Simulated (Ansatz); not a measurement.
Input for Ansatz (a quantum-chemistry and plane-wave program): R-CCSD(T)/def2-SVP on BClFHSe (SMILES FB(Cl)[SeH]), a point of a torsion scan. The run froze 21 orbitals, filled d shells among them.

Ansatz 0.2 input:
```yaml
crystal:
  periodic: [false, false, false]
  atoms:
    - {symbol: F, position_ang: [-0.84501597, 1.38202395, -0.05719767]}
    - {symbol: B, position_ang: [-0.55267769, 0.09881463, 0.07650400]}
    - {symbol: Cl, position_ang: [-1.79750462, -1.06228504, -0.09208822]}
    - {symbol: Se, position_ang: [1.25879542, -0.39204344, 0.45371914]}
    - {symbol: H, position_ang: [1.78241227, 0.95192619, 0.47295859]}
basis:
  gaussian:
    orbitals: def2-SVP
magnetization: {spin_polarized: false}
correlation: {method: ccsd_t, electrons: outside_noble_gas}
scf: {lower_state_search: off}
```

Program output:

```
WARN ansatz: RAYON_NUM_THREADS=1 ignored (pool sized by the plan → 1); use --threads N
Functional definition: HF
these checks for a lower state are left out or cut short: stability, starts, cluster_reference, orbital_swaps, neighbouring_geometries, increment
integrals: 0.07 GiB planned
788 factors; integrals over basis functions are off by at most 1.1e-3 eV
mean field: 0.26 GiB planned
mean field evaluation 1: about -81187.1077 eV, gradient 2.6e1 eV
mean field evaluation 2: about -81187.1507 eV, gradient 2.6e1 eV
mean field evaluation 4: about -81188.8103 eV, gradient 2.3e0 eV
mean field evaluation 8: about -81188.8380 eV, gradient 1.6e-1 eV
mean field -81188.83814357 eV, -2983.6347700050 hartree, gradient 7.0e-7 eV, S^2 0.000000; 0 other end points of the search recorded, 0 dependent functions left out
21 core orbitals not correlated
reference -81188.83814357 eV, -2983.6347700050 hartree; 12, 12 occupied and 50, 50 virtual orbitals, 788 factors
second order -14.07864922 eV of doubles, -0.00000000 eV of singles
coupled cluster: 0.16 GiB planned
cycle   1  -14.52277218 eV  change   -4.4e-1 eV  update   8.9e-2
cycle   2  -14.83829845 eV  change   -3.2e-1 eV  update   2.6e-2
cycle   3  -14.91549138 eV  change   -7.7e-2 eV  update   1.4e-2
cycle   4  -14.91283519 eV  change    2.7e-3 eV  update   3.4e-3
cycle   5  -14.91019848 eV  change    2.6e-3 eV  update   1.3e-3
cycle   6  -14.91014845 eV  change    5.0e-5 eV  update   4.2e-4
cycle   7  -14.91002527 eV  change    1.2e-4 eV  update   1.2e-4
cycle   8  -14.91003441 eV  change   -9.1e-6 eV  update   4.8e-5
cycle   9  -14.91005231 eV  change   -1.8e-5 eV  update   1.7e-5
perturbative correction -0.37097603 eV, -0.0136331177 hartree
Total energy: -81204.11917190 eV, -2984.1963374386 hartree
Checks for a lower state left out: stability, starts, cluster_reference, orbital_swaps, neighbouring_geometries, increment
```

Self-consistency was reached.

Cost: roughly 7 core-seconds.
